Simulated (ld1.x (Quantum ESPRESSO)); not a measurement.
**erbium (Er): TM pseudisation with PBE, scalar-relativistic reference atom.**

| Quantity | Value |
| --- | --- |
| Element | Er (Z = 68) |
| Generator | ld1.x (Quantum ESPRESSO) 7.5 |
| Type | norm-conserving Troullier–Martins (Kleinman–Bylander form) |
| Functional | PBE |
| Relativity | scalar-relativistic |
| Frozen core | [Kr] 4d10 |
| Valence charge | 22 |
| Reference configuration | 4f12 5s2 5p6 5d0.5 6s1.5 6p0 |
| Partial waves | 5p (bound): rc 1.85 bohr; 5d (bound): rc 3.15 bohr; 4f (bound): rc 1.20 bohr; 5s (bound): rc 1.60 bohr |
| Local potential | the s channel |
| Core correction | none |

Occupied shells without a wave of their own: 6s. They enter only through the test configuration that unscreens the potential.

All-electron outer shells of the reference configuration (PBE, scalar-relativistic, ld1.x):

```
shell  level (eV)  outermost node (bohr)  outermost maximum (bohr)
   4p     -314.28                   0.27                      0.49
   4d     -165.06                   0.25                      0.51
   5s      -51.52                   0.60                      1.11
   5p      -26.08                   0.65                      1.28
   6s       -3.77                   1.52                      3.38
   4f       -2.84                      –                      0.51
   6p       -1.15                   1.87                      4.86
   5d       -0.81                   0.73                      2.16
```

What the tests gave:

```json
{
 "Cutoffs needed": "300 Ry and over 300 Ry (the cutoffs (Ry, on a coarse ladder) from which the occupation-weighted sum of valence levels, in a spherical-Bessel basis at the reference potential, stays within 10 and 1 mRy of its value at 400 Ry)",
 "Ghost test": "no extra level below or beside the all-electron valence levels (p, d, f, s tested) (spherical-Bessel basis up to 400 Ry, 20 bohr box)",
 "Largest excitation error": "-547 meV (all-electron minus pseudo) for 4f12 5s2 5p6 5d0 6s0 6p0, out of 7 test configurations"
}
```

Generation and tests took about 2.8 s on one core of a shared server CPU.
